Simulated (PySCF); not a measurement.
## Electronic structure of C⁺ (carbon, charge +1) at the PBE0 level

Configuration: [He] 2s2 2p1, 2P determinant. Computed with PySCF 2.14 in aug-cc-pVDZ, with no relativity, point nucleus.

```
Total energy                                                  : -37.3768 hartree
One-electron energy                                           : -47.5463 hartree
Hartree (Coulomb) energy                                      : 14.9868 hartree
Exchange-correlation energy                                   : -4.8173 hartree
Kinetic energy                                                : 37.14909 hartree
⟨S²⟩                                                          : 0.7526
⟨L²⟩                                                          : 2.008
Sum of ⟨r⟩                                                    : 4.973 bohr
Sum of ⟨r²⟩                                                   : 8.136 bohr²
Traceless quadrupole moment −½Σ⟨3z² − r²⟩ along its main axis : -1.06 e·bohr²
Density at the nucleus (Gaussians lack the cusp)              : 123 bohr⁻³
Spin density at the nucleus                                   : 0.0411 bohr⁻³
Langevin diamagnetic susceptibility                           : -6.44 ×10⁻⁶ cm³/mol
Time after the integrals                                      : 0.08 s of wall time on 1 thread of Neoverse-V2 (shared host)
```

```
shell  electrons  mean orbital energy (hartree)  rms radius, mean of both spins (bohr)
 1s α          1                      -10.94063                                  0.313
 1s β          1                      -10.92103                                  0.313
 2s α          1                       -1.03667                                   1.61
 2s β          1                       -0.96641                                   1.61
 2p α          1                       -0.72785                                   1.65
```
